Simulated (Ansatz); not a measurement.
Consider the redistribution: `[F][GeH2][AlH2]` + `O=[CH][GeH2][Cl]` → `O=[CH][GeH2][AlH2]` + `[F][GeH2][Cl]`.

Computed with Ansatz on PBE0-D4/def2-TZVP structures; ΔE is electronic, products minus reactants. CCSD(T)/CBS is the MP2 limit (def2-TZVPP, def2-QZVPP) plus CCSD(T) − MP2 in def2-TZVPP, frozen cores. DFT in def2-TZVPP. B3LYP here is the variant with VWN-RPA as its local correlation; programs differ in this. For Ge outer-core shells are correlated without core-valence functions, which leaves a few kJ/mol of doubt a bond. Scalar relativity is left out up to krypton. One conformer a species, not always the lowest.

```
             species  B3LYP-D4 energy (Eh)
   `[F][GeH2][AlH2]`           -2421.82891
  `O=[CH][GeH2][Cl]`           -2652.48340
`O=[CH][GeH2][AlH2]`           -2435.86648
     `[F][GeH2][Cl]`           -2638.45107
```

Q: Work out ΔE.

A: ΔE = (-2435.86648) + (-2638.45107) − (-2421.82891) − (-2652.48340) = -0.00524 Eh = -3.3 kcal/mol. CCSD(T)/CBS gives -4.1 kcal/mol.

Largest T1 diagnostic among the species: 0.015.

In def2-TZVPP, CCSD(T) changes the Hartree–Fock value by −1.6 kcal/mol (the triples alone add −0.4 kcal/mol) and MP2 by −2.0 kcal/mol. Leaving LDA and LC-ωPBE aside and taking each functional with its dispersion term where it has one, the values, not all of them listed here, spread over 1.7 kcal/mol, from r2SCAN-D4 to CAM-B3LYP-D4. LDA lies −1.1 kcal/mol from PBE without D4.
